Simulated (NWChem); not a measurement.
CH₃FOSi, singlet; SMILES CO[Si]F

```xyz
7

Si     0.6474    -0.8452     0.0003
F     -0.9580    -1.2128    -0.0001
O      0.5916     0.8052     0.0000
C     -0.4770     1.7220    -0.0010
H     -1.4524     1.2108     0.0025
H     -0.4065     2.3680     0.8882
H     -0.4100     2.3623    -0.8944
```
Atoms are numbered in this order, from 1.

Level: PBE0/def2-SVP (NWChem), optimised geometry, unscaled harmonic frequencies. Low-valent species are run as closed-shell singlets; no triplet was tried in these runs.

Q: List the harmonic frequencies with IR intensities, and the thermochemistry.

A: 
| frequency (cm⁻¹) | IR intensity (km/mol) |
|---|---|
| 99 | 0.0 |
| 178 | 9.3 |
| 202 | 11.7 |
| 411 | 15.1 |
| 761 | 68.8 |
| 831 | 120.8 |
| 1161 | 173.3 |
| 1176 | 1.9 |
| 1204 | 145.8 |
| 1461 | 3.9 |
| 1473 | 8.1 |
| 1477 | 5.0 |
| 3047 | 51.4 |
| 3146 | 19.9 |
| 3153 | 13.7 |

* **zero-point energy**: 28.3 kcal/mol
* **thermal correction to the enthalpy at 298.15 K (with zero-point energy)**: 32.1 kcal/mol
* **heat capacity Cv**: 15.3 cal/(mol K)
* **entropy at 298.15 K and 1 atm (symmetry number 1)**: 73.3 cal/(mol K)
* **dipole moment**: 1.38 D

Rigid rotor and harmonic oscillator; modes under 100 cm⁻¹ make the entropy uncertain.
